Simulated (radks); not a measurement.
Zn2+, 28 electrons, occupied as [Ne] 3s1.5 3p6 3d10 4f0.5 (fractional occupations, a model configuration).

Method: scalar-relativistic Kohn-Sham, BLYP, spin-unpolarised, spherical densities, point nucleus; computed with a radial shooting solver on a logarithmic mesh with Libxc functionals.

Energy parts (hartree):
| part | energy |
|---|---|
| total | -1792.59938 |
| kinetic | 1821.21830 |
| electron-nucleus | -4290.39247 |
| Hartree | 747.59152 |
| exchange-correlation | -71.01673 |

Orbitals (lengths in bohr, moments of r in powers of bohr; <r^-3> diverges for s and p1/2):
orbital	occ.	eigenvalue (hartree)	<r^4>	<r>	<r^-3>
1s	2	-351.3408	0.00002981	0.05030	-
2s	2	-43.67385	0.006326	0.2262	-
2p	6	-38.01880	0.004683	0.1982	795.9
3s	1.5	-5.82151	0.4617	0.6793	-
3p	6	-4.13744	0.6199	0.7094	103.9
3d	10	-1.42087	2.153	0.8458	10.10
4s	0	-1.00289	39.45	2.110	-
4p	0	-0.70488	83.70	2.516	7.800
4f	0.5	-0.19687	3413	6.601	0.007901

The highest occupied level is 4f at -5.357 eV. The configuration is held as typed, so some empty levels lie below it. The density falls to 0.001 e/bohr^3 at r = 2.81 bohr. Summed over all electrons, <r^2> = 38.22 bohr^2, which gives a Langevin (diamagnetic) susceptibility term of -30.3 x 10^-6 cm^3/mol.
